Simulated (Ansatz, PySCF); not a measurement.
Energy difference 2 R1 + R2 → P1 + P2, each structure at its B3LYP-D3(BJ)/def2-TZVP stationary point, reached from a drawn start (curvature not checked).
R1, H2 (SMILES [H][H]) (charge 0, multiplicity 1):
```csv
atom,x (Å),y (Å),z (Å)
H,0.0000,0.0000,0.3720
H,0.0000,0.0000,-0.3720
```
P1: H2O (SMILES O), charge 0, multiplicity 1.
P2: SiH4 (SMILES [SiH4]), charge 0, multiplicity 1.
R2: H2OSi (SMILES O=[SiH2]), charge 0, multiplicity 1.

P less R. No zero-point or thermal terms.

The values were computed with Ansatz (a program for electronic structure); PySCF for the D3/D4 terms. No computed number here is a measurement.

Question: One of these levels gives -1.750 eV for the reaction energy. Which?
A) SVWN5/def2-TZVPP
B) PBE-D4/def2-TZVPP
C) BLYP/def2-TZVPP

Answer: A, SVWN5/def2-TZVPP. The others give -1.414 (PBE-D4/def2-TZVPP), -1.139 (BLYP/def2-TZVPP)
